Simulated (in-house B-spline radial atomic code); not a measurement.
Radial electron density of Co3+, [Ar] 3d6. Computed with a B-spline radial code for spherical atoms: scalar-relativistic (X2C) B3LYP, spin-polarised, spherical fractional occupations, Fermi nucleus of rms radius 3.7875 fm.

Caution: exact exchange at fractional occupations of open shells leaves self-interaction of up to several eV.

One-electron X2C: radii and densities carry no picture-change correction, so inner-shell <1/r> comes out high (for 1s by about 2 % at Z = 33, 5 % at 54, 10 % at 75, 30 % at 118) and <r> low.

Columns: r (bohr), 4πr²n(r) (electrons per bohr), bar.

```
 0.00218   0.9348 #
 0.00261    1.281 ##
 0.00312    1.743 ##
 0.00373    2.361 ###
 0.00447    3.191 ####
 0.00535    4.274 #####
  0.0064    5.672 #######
 0.00766    7.454 #########
 0.00917    9.677 ############
   0.011    12.41 ###############
  0.0131    15.48 ###################
  0.0157    19.06 #######################
  0.0188    22.83 ############################
  0.0225    26.52 ################################
  0.0269    29.68 ####################################
  0.0322     31.9 #######################################
  0.0386    32.72 ########################################
  0.0462    31.96 #######################################
  0.0553    29.91 ####################################
  0.0662     27.4 #################################
  0.0792     25.7 ###############################
  0.0948       26 ################################
   0.113     28.6 ###################################
   0.136    32.85 ########################################
   0.163    36.17 ############################################
   0.195    36.16 ############################################
   0.233    31.85 #######################################
   0.279    24.57 ##############################
   0.333    17.84 ######################
   0.399    14.51 ##################
   0.478    15.25 ###################
   0.572    17.57 #####################
   0.684    18.29 ######################
   0.819    15.98 ###################
    0.98    11.62 ##############
    1.17    7.141 #########
     1.4     3.71 #####
    1.68    1.637 ##
    2.01   0.6336 #
    2.41   0.2055 
    2.88  0.05503 
    3.45  0.01076
```

On this grid the curve has 3 maxima, near 0.0386, 0.163, 0.684 bohr.

The 3d down radial function P(r) = rR(r), positive near the nucleus:

```
r (bohr)         P
  0.0188  0.001116
  0.0269  0.003014
  0.0386  0.007992
  0.0553   0.02034
  0.0792   0.04916
   0.113      0.11
   0.163    0.2303
   0.233    0.4215
   0.333    0.6691
   0.478    0.8973
   0.684    0.9836
    0.98     0.869
     1.4    0.6166
    2.01    0.3319
    2.88    0.1205
```
